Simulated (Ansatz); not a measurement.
Consider the formal loss of a carbene: `C=[CH][Zn][CH3]` → `[CH2]` (triplet) + `C=[CH][ZnH]`.

Computed with Ansatz on PBE0-D4/def2-TZVP structures; ΔE is electronic, products minus reactants. CCSD(T)/CBS is the MP2 limit (def2-TZVPP, def2-QZVPP) plus CCSD(T) − MP2 in def2-TZVPP, frozen cores. This one scheme is used for every species. Triplets are unrestricted, without spin–orbit coupling. For Zn outer-core shells are correlated without core-valence functions, which leaves a few kJ/mol of doubt a bond. Scalar relativity is left out up to krypton. One conformer a species, not always the lowest.

`C=[CH][Zn][CH3]`:

```xyz
10

C     1.392    1.400   -1.338
C     0.706    1.369   -0.195
Zn   -0.311   -0.154    0.414
C    -1.326   -1.696    1.008
H     1.957    2.274   -1.658
H     1.430    0.555   -2.022
H     0.745    2.279    0.406
H    -1.118   -2.567    0.381
H    -1.074   -1.959    2.039
H    -2.400   -1.501    0.964
```

`[CH2]` (triplet):

Cartesian coordinates in Å:
```
C 0.138 0.156 0.181
H -0.927 0.323 0.219
H 0.789 -0.479 -0.400
```

`C=[CH][ZnH]`:

```xyz
7

C    -0.646   -0.529   -0.864
C     0.449    0.009   -0.326
Zn    0.532    0.726    1.464
H    -1.589   -0.604   -0.326
H    -0.663   -0.926   -1.877
H     1.333    0.028   -0.964
H     0.584    1.295    2.894
```

| species | HF/def2-TZVPP energy (Eh) |
| --- | --- |
| `C=[CH][Zn][CH3]` | -1894.89646 |
| `[CH2]` (triplet) | -38.93879 |
| `C=[CH][ZnH]` | -1855.84099 |

**Question.** Work out ΔE.

**Answer.** ΔE = (-38.93879) + (-1855.84099) − (-1894.89646) = 0.11668 Eh = +306.3 kJ/mol. CCSD(T)/CBS gives +467.5 kJ/mol.

**Question.** What do rigid-rotor, harmonic-oscillator terms from PBE0-D4/def2-TZVP frequencies (298.15 K, 1 bar) make of the CCSD(T)/CBS value? (Estimate.)

**Answer.** The calculation gave: ΔZPE = -30.7 kJ/mol, ΔH = +441.0 kJ/mol, ΔS = 137 J/(mol·K), ΔG = +400.1 kJ/mol. Open shells count their whole term as degenerate. Modes under 50 cm⁻¹ make the entropy rough.

Largest T1 diagnostic among the species: 0.015.

Leaving LDA and LC-ωPBE aside and taking each functional with its dispersion term where it has one, the values, not all of them listed here, spread over 34.8 kJ/mol, from r2SCAN0-D4 to ωB97X-V. LDA lies +68.5 kJ/mol from PBE without D4. From PBE to PBE0 (25 % exact exchange), in def2-TZVPP and without D4, ΔE moves by −10.3 kJ/mol. The D4 term adds +5.8 kJ/mol with B3LYP and +3.1 kJ/mol with PBE0; it sums over pairs of atoms, weighted by their polarisabilities, and B3LYP, whose exchange is more repulsive, gets the larger term.

B3LYP here is the variant with VWN-RPA as its local correlation; programs differ in this.
